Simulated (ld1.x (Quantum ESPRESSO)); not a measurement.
# Ranking TM semilocal potentials for H (Z = 1)

All share these settings but for the change named:

* Element: H
* Generator: ld1.x (Quantum ESPRESSO) 7.5
* Type: norm-conserving Troullier–Martins (semilocal form)
* Functional: Wu–Cohen
* Relativity: scalar-relativistic
* Frozen core: none
* Valence charge: 1
* Reference configuration: 1s1
* Partial waves: 1s (bound): rc 1.00 bohr
* Local potential: the s channel
* Core correction: none

Cutoff: the first of the cutoffs (Ry, on a coarse ladder) from which the occupation-weighted sum of valence levels, in a spherical-Bessel basis at the reference potential, stays within 10 and 1 mRy of its value at 400 Ry; the density cutoff is not measured.

The base gives 25 Ry.

Of 8 variants that were run, those that failed, showed a ghost or another fault, or gave nearly equal values are left out.

A variant can come out equal or close to the base.

(1) Rank these variants from softest to hardest (loose cutoff).
A. wave 1s (bound): rc 1.00 bohr becomes 1s (bound): rc 0.74 bohr
B. wave 1s (bound): rc 1.00 bohr becomes 1s (bound): rc 0.84 bohr
C. wave 1s (bound): rc 1.00 bohr becomes 1s (bound): rc 1.30 bohr
D. wave 1s (bound): rc 1.00 bohr becomes 1s (bound): rc 1.24 bohr
E. wave 1s (bound): rc 1.00 bohr becomes 1s (bound): rc 1.08 bohr

## Answers

(1) C (18 Ry), D (21 Ry), E (25 Ry), B (30 Ry), A (35 Ry).
